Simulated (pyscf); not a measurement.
Elementary routes open to C₂H₂N (SMILES [C]1=NC1) [doublet] in the gas phase (doublet surface):
A. C₂H₂N (SMILES [C]1=CN1) [doublet] (C–H broken; H–N formed)
B. •H₂C–C≡N (SMILES [CH2]C#N) (C–N broken; none formed)

PySCF, gas phase, ωB97X-D3(BJ)/def2-SVP geometries. Correlated levels are frozen-core, on RHF or UHF. ΔMP2 is the change of the MP2 total energy from the triple- to the quadruple-zeta basis.

### Question
Rank the routes by free-energy barrier at 900 K, lowest first, for CCSD(T)/def2-TZVPP + ΔMP2(QZVPP) energies (ideal gas, 1 atm, RRHO with modes under 100 cm⁻¹ raised to 100, one conformer, R ln 2 for chiral ones without a mode under 150 cm⁻¹).

### Answer
B (0.06 eV), A (2.44 eV)

Route B is the fastest of these, ahead of the next by 2.38 eV. The most stable products are those of B (ΔG = -2.20 eV), so kinetics and thermodynamics agree. At 298 K B is still the fastest. Only these routes are compared; each barrier is that of the saddle found, and lower ones may exist. The CCSD(T) − MP2 part came from Ansatz, without density fitting, on the same reference. A UHF reference is spin-contaminated (<S²> up to 1.06), which harms MP2 most.
